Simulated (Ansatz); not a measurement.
Reaction (redistribution): `N=C[Si](N)(O)F` + `C[SiH](F)CF` → `N[Si](O)(F)CF` + `C[SiH](F)C=N`

Computed with Ansatz on PBE0-D4/def2-TZVP structures; ΔE is electronic, products minus reactants. CCSD(T)/CBS adds triple-zeta CCSD(T) − MP2 to the extrapolated MP2 energy (def2 sets, frozen cores). Functionals use def2-TZVPP. B3LYP here is the variant with VWN-RPA as its local correlation; programs differ in this. Each species was taken in one conformer, which may not be the lowest.

| species | B3LYP energy (Eh) |
| --- | --- |
| `N=C[Si](N)(O)F` | -615.50119 |
| `C[SiH](F)CF` | -569.23129 |
| `N[Si](O)(F)CF` | -660.63044 |
| `C[SiH](F)C=N` | -524.09973 |

(1) Work out ΔE.

Largest T1 diagnostic among the species: 0.012.

Results:

(1) ΔE = (-660.63044) + (-524.09973) − (-615.50119) − (-569.23129) = 0.00231 Eh = +6.1 kJ/mol. CCSD(T)/CBS gives +7.3 kJ/mol.
